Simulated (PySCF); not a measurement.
## Dy²⁺ (dysprosium, charge +2) across methods

[Xe] 4f9 6s1, one real determinant (an excited configuration). All numbers are calculated (PySCF 2.14, scalar relativity by spin-free X2C-1e, in cc-pVDZ-X2C (8s7p5d3f1g, 84 functions)).

```json
{"method": "r2SCAN", "E (hartree)": "-12156.05", "mean ε 4f α (eV)": "-28.265", "mean ε 4f β (eV)": "-24.377", "mean ε 6s α (eV)": "-16.999", "Σ⟨r²⟩ (bohr²)": "48.45", "⟨S²⟩": "12.003"}
{"method": "UHF", "E (hartree)": "-12151.69681", "mean ε 4f α (eV)": "-40.689", "mean ε 4f β (eV)": "-34.630", "mean ε 6s α (eV)": "-18.699", "Σ⟨r²⟩ (bohr²)": "48.87", "⟨S²⟩": "12.004"}
{"method": "PBE0", "E (hartree)": "-12155.69", "mean ε 4f α (eV)": "-31.256", "mean ε 4f β (eV)": "-27.083", "mean ε 6s α (eV)": "-17.451", "Σ⟨r²⟩ (bohr²)": "48.43", "⟨S²⟩": "12.002"}
{"method": "LDA", "E (hartree)": "-12147.24", "mean ε 4f α (eV)": "-28.095", "mean ε 4f β (eV)": "-24.150", "mean ε 6s α (eV)": "-17.173", "Σ⟨r²⟩ (bohr²)": "48.34", "⟨S²⟩": "12.002"}
```

(1) Estimate the same row for PBE.

⟨L²⟩ = 24.01 against 30 for a pure H term, so this real determinant mixes terms. Spin-orbit coupling, absent here, splits the open shell strongly.

Results:

(1) E (hartree) = -12155.80; mean ε 4f α (eV) = -27.808; mean ε 4f β (eV) = -24.171; mean ε 6s α (eV) = -16.898; Σ⟨r²⟩ (bohr²) = 48.40; ⟨S²⟩ = 12.002.
